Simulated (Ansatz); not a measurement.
`[O]=[Nb]([OH])([F])[Cl]` + H–F → `[O]=[Nb]([OH])([F])[F]` + HCl at 400 K and 1 bar (ligand exchange at the Nb–Cl bond).

Isolated molecules relaxed with PBE0-D4/def2-TZVP in Ansatz; ΔE leaves out vibrations. CCSD(T)/CBS is the MP2 limit (def2-TZVPP, def2-QZVPP) plus CCSD(T) − MP2 in def2-TZVPP, frozen cores. This one scheme is used for every species. Elements past krypton have def2 core potentials. For Nb outer-core shells are correlated without core-valence functions, which leaves a few kJ/mol of doubt a bond. Each species was taken in one conformer, which may not be the lowest.

| species | CCSD(T)/CBS energy (Eh) | H − E (kJ/mol) | S (J/(mol·K)) |
| --- | --- | --- | --- |
| `[O]=[Nb]([OH])([F])[Cl]` | -767.67871 | 83.0 | 377.6 |
| H–F | -100.39570 | 36.5 | 182.2 |
| `[O]=[Nb]([OH])([F])[F]` | -407.69372 | 84.1 | 365.0 |
| HCl | -460.38127 | 29.6 | 195.4 |

H − E and S are ideal-gas, rigid-rotor, harmonic terms from PBE0-D4/def2-TZVP, for one conformer and one mirror image of each species. 1 Eh = 2625.50 kJ/mol, R = 8.31446 J/(mol·K).

Problem. By hand: ΔE, ΔH, ΔS and ΔG.

Solution. ΔE = (-407.69372) + (-460.38127) − (-767.67871) − (-100.39570) = -0.00058 Eh = -1.5 kJ/mol. Δ(H − E) = 84.1 + 29.6 − 83.0 − 36.5 = -5.8, so ΔH = -7.3 kJ/mol. ΔS = 365.0 + 195.4 − 377.6 − 182.2 = 0.6 J/(mol·K). ΔG = -7.3 − 400 × (0.6)/1000 = -7.5 kJ/mol.

Problem. By hand: the equilibrium constant, and the temperature at which ΔG would vanish if ΔH and ΔS stayed fixed.

Solution. log₁₀ K = −ΔG/(RT ln 10) = 1.0. ΔH and −TΔS have one sign here, so there is no such temperature.

The number of gas molecules stays the same, so ΔS is small and ΔH decides. A doubt of 5 kJ/mol in ΔE shifts log₁₀ K by 0.7 here. Other conformers and mirror images would add mixing entropy, several J/(mol·K) or more a flexible species. These are equilibria of isolated gas molecules and say nothing of rates. Largest T1 diagnostic: 0.022 (customary marks: 0.02 for closed shells, 0.045 for open ones).

ΔS is within the doubt of such terms, so its sign, and with it that verdict, could turn.
